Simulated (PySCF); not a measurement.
# Working out the ionisation energy of Kr(2+)

Kr(2+) [Ar] 3d10 4s2 4p4 (3P) → Kr(3+) [Ar] 3d10 4s2 4p3 (4S). All numbers are calculated (PySCF 2.14, no relativity, point nucleus, in def2-SVP (5s4p3d, 32 functions)). Frozen: [Ar] 3d10. Energies in hartree (1 hartree = 27.21139 eV):

```csv
part,Kr(2+) (lower),Kr(3+) (upper)
UHF,-2750.325540,-2749.066755
CCSD correlation,-0.095994,-0.080082
(T),-0.001084,-0.000721
```

Task: What does Hartree-Fock give?

Result: (-2749.066755) − (-2750.325540) = 1.258785 hartree = 34.253 eV.

Task: What do CCSD and CCSD(T) give?

Result: The CCSD correlation energies differ by 0.015912 hartree = 0.433 eV and the triples by 0.000363 hartree = 0.010 eV, so CCSD gives 34.686 eV and CCSD(T) 34.696 eV.

Reference: 35.838 ± 0.02 eV (measured; NIST Atomic Spectra Database, ionization energies), between the lowest levels; spin-orbit coupling is absent from the calculation.

The calculation is non-relativistic.

A double-zeta basis recovers only part of the correlation energy.

What remains against the reference includes basis incompleteness, the frozen core and higher excitations.
